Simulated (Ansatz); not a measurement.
The same redistribution along the group B, Al, In.

Computed with Ansatz on PBE0-D4/def2-TZVP structures; ΔE is electronic, products minus reactants. CCSD(T)/CBS adds triple-zeta CCSD(T) − MP2 to the extrapolated MP2 energy (def2 sets, frozen cores). Functionals use def2-TZVPP. B3LYP here is the variant with VWN-RPA as its local correlation; programs differ in this. Elements past krypton have def2 core potentials. For Ge, In outer-core shells are correlated without core-valence functions, which leaves a few kJ/mol of doubt a bond. Scalar relativity is left out up to krypton. Each species was taken in one conformer, which may not be the lowest.

```
                                                                        reaction  B3LYP-D4 (kJ/mol)  B2PLYP (kJ/mol)  CCSD(T)/CBS(def2) (kJ/mol)
                       `SB(S)S` + `Cl[SiH2][GeH3]` → `SB(S)Cl` + `S[SiH2][GeH3]`                 17               17                          18
`[SH][Al]([SH])[SH]` + `Cl[SiH2][GeH3]` → `[SH][Al]([SH])[Cl]` + `S[SiH2][GeH3]`                -16              -16                         -16
`[SH][In]([SH])[SH]` + `Cl[SiH2][GeH3]` → `[SH][In]([SH])[Cl]` + `S[SiH2][GeH3]`                  8                9                           9
```

Largest T1 diagnostic: 0.014, for `[SH][In]([SH])[SH]`.
